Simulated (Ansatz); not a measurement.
Relaxation of C2H10BN (14 atoms, charge 0, multiplicity 1), to a largest force component of 0.03 eV/Å in at most 50 steps.

The calculation used RHF/def2-SVP (Ansatz).

```xyz
14
Properties=species:S:1:pos:R:3:forces:R:3
B -0.008 -0.557 -0.076 0.12 -2.35 0.99
H -0.558 0.704 1.896 -0.12 1.76 0.12
H 1.009 0.086 -0.095 0.00 0.00 0.00
C -1.274 -0.131 -0.926 -0.07 0.08 -0.04
H -2.161 -0.737 -0.718 0.04 0.04 -0.04
H -1.530 0.921 -0.762 0.03 -0.09 0.01
H -1.042 -0.223 -1.995 0.00 -0.02 0.08
N -0.008 -1.797 0.710 0.08 1.66 -1.59
H -0.840 -2.352 0.718 0.01 0.02 -0.01
C 1.070 -2.326 1.505 0.02 -0.01 0.01
H 1.352 -3.337 1.192 -0.01 0.06 0.01
H 1.948 -1.690 1.404 -0.01 -0.02 0.00
H 0.813 -2.371 2.570 0.02 0.00 -0.05
H -0.549 0.002 1.997 -0.10 -1.14 0.50
```

Where does it end, and by what steps?

The forces met the threshold. The force dipped under the threshold on the way, but the program's further checks kept it going. After 22 steps the energy has fallen by 0.457 eV; H2 moved furthest, 1.61 Å.

| step | energy less start (eV) | largest force component (eV/Å) | accepted |
| --- | --- | --- | --- |
| 0 | 0.0000 | 2.346 | yes |
| 1 | -0.2608 | 0.840 | yes |
| 2 | -0.3582 | 0.263 | yes |
| 3 | -0.4046 | 0.086 | yes |
| 4 | -0.4272 | 0.213 | yes |
| 5 | -0.4410 | 0.065 | yes |
| 6 | -0.4451 | 0.060 | yes |
| 7 | -0.4396 | 0.705 | no |
| 8 | -0.4478 | 0.020 | yes |
| 9 | -0.4491 | 0.166 | yes |
| 10 | -0.4497 | 0.201 | yes |
| 11 | -0.4505 | 0.235 | yes |
| 12 | -0.4519 | 0.081 | yes |
| 13 | -0.4527 | 0.004 | yes |
| 14 | -0.4533 | 0.147 | yes |
| 15 | -0.4547 | 0.047 | yes |
| 16 | -0.4547 | 0.041 | yes |
| 17 | -0.4553 | 0.005 | yes |
| 18 | -0.4532 | 0.400 | no |
| 19 | -0.4563 | 0.036 | yes |
| 20 | -0.4564 | 0.155 | yes |
| 21 | -0.4568 | 0.092 | yes |
| 22 | -0.4574 | 0.004 | yes |

```xyz
14
Properties=species:S:1:pos:R:3
B 0.105 -0.798 -0.418
H -1.046 0.883 3.416
H 1.203 -0.398 -0.724
C -1.177 -0.274 -1.193
H -2.117 -0.712 -0.847
H -1.255 0.814 -1.096
H -1.081 -0.478 -2.264
N 0.017 -1.715 0.629
H -0.886 -2.062 0.888
C 1.101 -2.276 1.398
H 1.166 -3.360 1.276
H 2.044 -1.845 1.069
H 0.990 -2.067 2.465
H -0.842 0.480 2.821
```

Whether the end is a true minimum wasn't checked by a vibrational analysis.

Time of the run: 29 s on 2 threads of Arm Neoverse V2, on a shared host, peak memory 0.19 GiB.
